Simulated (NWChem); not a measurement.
# Correlation energy of H2Sb

```
Sb
H 1 1.7280
H 1 1.7280 2 90.14
```
Charge 0, spin multiplicity 2.

Program: NWChem. The geometry was optimised at UB3LYP/def2-SVP with def2 effective core potentials on Sb, a minimum by its harmonic frequencies.

Basis set: def2-TZVP. Each correlation energy counts from its own Hartree-Fock reference.

Effective core potentials replace the inner electrons of Sb; spin-orbit coupling is left out. The correlated methods keep 4 core orbitals frozen. The structure started from a generated list of species. The unpaired electrons of the parent sit in orbitals of symmetry b2 (C2v labels of the run); other states weren't searched. No SCF solution was tested for a lower state. Open-shell Hartree-Fock references start from PBE0 orbitals. Coupled-cluster values serve here as a point of comparison, not as the truth.

Task: For the correlation energy, CCSD(T) on ROHF gives -350.4 mHa and UMP2 gives -329.6 mHa. What do CCSD[T] on ROHF, CCSD(T) on UHF, SCS-UMP2 give?

Result: CCSD[T] on ROHF: -350.9 mHa; CCSD(T) on UHF: -345.9 mHa; SCS-UMP2: -302.6 mHa.
